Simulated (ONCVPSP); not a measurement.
# Which setting gave this result? (H (Z = 1), ONCV)

Base potential:

- Element: hydrogen (H)
- Generator: ONCVPSP 4.0.1
- Type: optimised norm-conserving Vanderbilt (ONCV)
- Functional: PBE
- Relativity: scalar-relativistic
- Frozen core: none
- Valence charge: 1
- Reference configuration: 1s1
- Partial waves: 1s: rc 0.75 bohr, ncon 5, nbas 10, qcut 8.7 1/bohr, 2 projectors, debl 1.9 Ha; p scattering state at 0.23 Ha: rc 0.60 bohr, ncon 4, nbas 8, qcut 14.4 1/bohr, 2 projectors, debl 2.6 Ha
- Local potential: polynomial inside 0.60 bohr (lpopt 5, dvloc0 1 Ha)
- Core correction: none

Cutoffs, loose and tight: the cutoffs (Ha) at which the residual kinetic energy of the hardest occupied pseudo-wave falls to 1 and 0.1 mHa per electron. They do not see the model core or the augmentation charge, which bear on the density cutoff. Test errors are all-electron minus pseudo excitation energies from the reference, over the configurations 1s0.5; variants that change the core or the reference have their own tests.

Only the scale of all radii (base = 1) is moved:

```csv
scale of all radii (base = 1),"cutoff, loose","cutoff, tight",bound ghosts
0.77,32 Ha,133 Ha,none
0.86,29 Ha,102 Ha,none
0.92,28 Ha,80 Ha,none
1.1,24 Ha,38 Ha,none
1.17,22 Ha,34 Ha,none
1.24,21 Ha,32 Ha,none
1.3,21 Ha,31 Ha,none
```

Q: One more run gave cutoff, loose: 26 Ha; cutoff, tight: 45 Ha; bound ghosts: none. Which value of the scale of all radii (base = 1) was used?

A: 0.99. The tight cutoff moves one way along this sweep, from 133 Ha at 0.77 to 31 Ha at 1.3, which places the run between 0.92 and 1.1.
